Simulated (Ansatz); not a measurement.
`Cl[SiH2]BBr` → `BBr` + `[SiH]Cl`  (silylene formation by 1,1-elimination)

Gas-phase electronic energies from Ansatz, PBE0-D4/def2-TZVP geometries. CCSD(T)/CBS is the MP2 limit (def2-TZVPP, def2-QZVPP) plus CCSD(T) − MP2 in def2-TZVPP, frozen cores. This one scheme is used for every species. DFT in def2-TZVPP. B3LYP here is the variant with VWN-RPA as its local correlation; programs differ in this. For Br outer-core shells are correlated without core-valence functions, which leaves a few kJ/mol of doubt a bond. Scalar relativity is left out up to krypton. Each species was taken in one conformer, which may not be the lowest.

```
             level  ΔE (kcal/mol)
        r2SCAN0-D4           47.6
           ωB97M-V           40.4
             B3LYP           37.7
RPA@PBE/def2-TZVPP           37.6
```

Task: What does CCSD(T)/CBS give? (An estimate is asked.)

Result: The calculation gave: +43.1 kcal/mol. The listed levels differ from it by 4.5, -2.7, -5.4, -5.5 kcal/mol.

Largest T1 diagnostic among the species: 0.013.

Leaving LDA and LC-ωPBE aside and taking each functional with its dispersion term where it has one, the values, not all of them listed here, spread over 9.5 kcal/mol, from BLYP-D4 to r2SCAN0-D4. LDA lies +7.6 kcal/mol from PBE without D4. From PBE to PBE0 (25 % exact exchange), in def2-TZVPP and without D4, ΔE moves by +2.5 kcal/mol.
